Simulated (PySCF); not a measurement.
Species: C5H8NO2 (doublet state).
Cartesian coordinates in Å at the GFN2-xTB level; atoms count from 1:
```xyz
16
C5H8NO2 angstrom
C      2.6454   -0.0392   -0.2101
N      1.3026   -0.0057   -0.0786
C      0.6331   -0.1579    1.1115
O      1.2042   -0.3352    2.1745
C     -0.8725   -0.0813    0.9690
C     -1.4541   -0.9251   -0.1792
O     -1.6061    0.2401   -0.9971
C     -1.3787    1.1012    0.1238
H      3.0811    0.0928   -1.1778
H      3.2304   -0.1944    0.6732
H      0.7458    0.1407   -0.9130
H     -1.3265   -0.2108    1.9497
H     -0.8031   -1.6755   -0.6337
H     -2.4237   -1.3754    0.0527
H     -0.6698    1.9024   -0.0981
H     -2.3154    1.5324    0.4892
```

The hyperfine couplings belong to this conformer and change with its torsions.

Identity: `[CH2]NC(=O)C1COC1` [radical].

Theory: PySCF 2.14.0, UKS B3LYP, pcH-1 on C H N O, non-relativistic, mean-field spin-orbit, GIAO. One conformer (not necessarily the lowest) at the GFN2-xTB geometry, without solvent, vibrations or thermal averaging. A GFN2-xTB geometry isn't a minimum of the functional, and hyperfine couplings can be far from their values at a DFT geometry. The SCF solution wasn't tested for stability.

Principal values of hyperfine tensors in MHz (contact and dipolar terms together), for some of the nuclei:

| atom | isotope | A1 | A2 | A3 | alike by the symmetry of this geometry |
| --- | --- | --- | --- | --- | --- |
| C1 | 13C | 0.10 | 1.80 | 208.00 | none |
| H10 | 1H | -89.61 | -57.43 | -25.50 | none |
| C8 | 13C | 11.00 | 11.14 | 13.49 | C6 |
| O4 | 17O | -42.92 | 9.17 | 10.11 | none |
| H11 | 1H | -12.11 | -11.40 | 3.72 | none |
| C5 | 13C | -5.56 | -5.32 | -4.43 | none |
| N2 | 14N | -8.53 | -7.50 | 5.13 | none |
| H16 | 1H | 2.16 | 2.30 | 4.58 | H14 |

Q: Split each tensor into its isotropic and traceless parts, and turn a_iso into mT with g = 2.0029.

A: a_iso = (A1 + A2 + A3)/3, Ti = Ai − a_iso; 1 mT corresponds to 28.034 MHz.

```tsv
atom	a_iso (MHz)	a_iso (mT)	T1	T2	T3
C1	69.97	2.496	-69.87	-68.17	138.04
H10	-57.51	-2.052	-32.10	0.09	32.01
C8	11.88	0.424	-0.87	-0.74	1.61
O4	-7.88	-0.281	-35.04	17.05	17.99
H11	-6.60	-0.235	-5.51	-4.81	10.32
C5	-5.10	-0.182	-0.46	-0.22	0.68
N2	-3.63	-0.130	-4.90	-3.87	8.76
H16	3.01	0.107	-0.85	-0.71	1.56
```

Q: What spin density at the nucleus of H10 lies behind its contact coupling (g_N = 5.58569)?

A: a_FC = 800.24 MHz bohr³ × g_N × ρ(0)/(2S). With a_FC = -57.51 MHz and 2S = 1, ρ(0) = -0.01287 bohr⁻³. In magnitude that is 4.0 % of the 1/π = 0.318 of a free hydrogen atom.

Q: H9 (1H, g_N = 5.58569) isn't in the table. Its spin density at the nucleus is -0.01281 bohr⁻³. What is its contact coupling?

A: By the same relation, a_FC = -57.3 MHz. Its full tensor has the principal values -91.48, -56.33, -24.02 MHz.

Q: Name the largest traceless tensor T of the table and describe it.

A: C1: -69.9, -68.2, 138.0 MHz, axial, in the ratio −1:−1:+2, the form that spin in one p orbital centred on that nucleus gives.

On an Arm Neoverse V1 with one thread (shared host), this took 73 s (with the writing of density and orbital grids) and 0.97 GiB of memory at its peak.
